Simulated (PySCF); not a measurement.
(SiH3)2PPF2, F2H6P2Si2.
SMILES with atom numbers: `[F:1][P:2]([F:3])[P:4]([SiH3:5])[SiH3:6]` (hydrogens: H7, H8, H9 on Si5; H10, H11, H12 on Si6)

Theory: PBE0-D3(BJ)/def2-SVP geometry optimisation, gas phase (PySCF 2.14.0).

Problem. Give the optimised bond lengths and angles.

Solution. 
```
                   bond  length (bohr)
                  F1–P2          3.044
                  P2–F3          3.063
                  P2–P4          4.233
         P4–Si5, P4–Si6          4.289
Si5–H7 and 5 like bonds          2.821
```

Bonds in one row agree within 0.02 bohr and their mean is given. A selection of angles:
```
     angle  degrees
  F1–P2–F3     97.7
  F1–P2–P4     98.0
 P2–P4–Si5     96.0
Si5–P4–Si6     95.4
 P4–Si5–H7    112.1
 P4–Si5–H8    105.9
 P4–Si5–H9    109.5
 H7–Si5–H8    108.9
P4–Si6–H10    107.2
P4–Si6–H11    112.8
```

Torsions: F1–P2–P4–Si5 -143° (anticlinal). The mirror-image conformer, all signs reversed, is as good.

P4 (three-coordinate phosphorus) is pyramidal (angles 96.0°, 95.4° and 95.3°, sum 286.7°, 1.17 Å off the plane of its three neighbours). Si5 (SiH3 silicon) is distorted tetrahedral (angles from 105.9° to 112.1°). P2 (three-coordinate phosphorus) is pyramidal (angles 98.0°, 97.7° and 97.5°, sum 293.3°, 0.87 Å off the plane of its three neighbours).

Point group: C1 (no symmetry element, even within 0.4 Å). No frequency check. The numbers are those of one conformer.
